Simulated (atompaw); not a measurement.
## Before and after: PAW (atompaw) potential for silicon

atompaw 4.2.0.5 input, output lines left out:

```
Si 14
GGA-PBE scalarrelativistic loggrid 1500 logderivrange -3 5 201
3 3 0 0 0 0
3 1 1.75
0 0 0
c
c
v
c
v
1
2.45 2.40 1.90 2.35
y
0.05
n
y
-0.1
n
custom rrkj gramschmidtortho besselshape
2 0 ultrasoft
2.45
2.45
2.45
2.45
```

Change: all radii scaled by about 1.30 (s 3.18, p 3.18 bohr); local potential ultrasoft scheme with l = 2 at 0 Ry, radius 2.46 bohr; augmentation besselshape compensation charge, radius 3.10 bohr; PAW radius 3.18 bohr; waves and projectors: custom rrkj gramschmidtortho; core correction smooth core density matched at 3.04 bohr.

Cutoffs: the cutoffs (Ry, on a coarse ladder) from which the occupation-weighted sum of valence levels, in a spherical-Bessel basis at the reference potential, stays within 10 and 1 mRy of its value at 400 Ry; they do not see the model core or the augmentation charge, which bear on the density cutoff.

Q: What does the change do?

A: Both files are very soft, the changed one slightly softer (loose and tight cutoff 8 and 12 Ry → 6 and 8 Ry on this coarse ladder); neither file shows a bound ghost.

```tsv
quantity	base	changed
cutoff, loose	8 Ry	6 Ry
cutoff, tight	12 Ry	8 Ry
bound ghosts	none	none
lowest overlap eigenvalue by channel	s 0.40, p 0.87	s 0.14, p 0.93
```

 The cutoffs see the waves, projectors and local potential, not the compensation charge or the core.
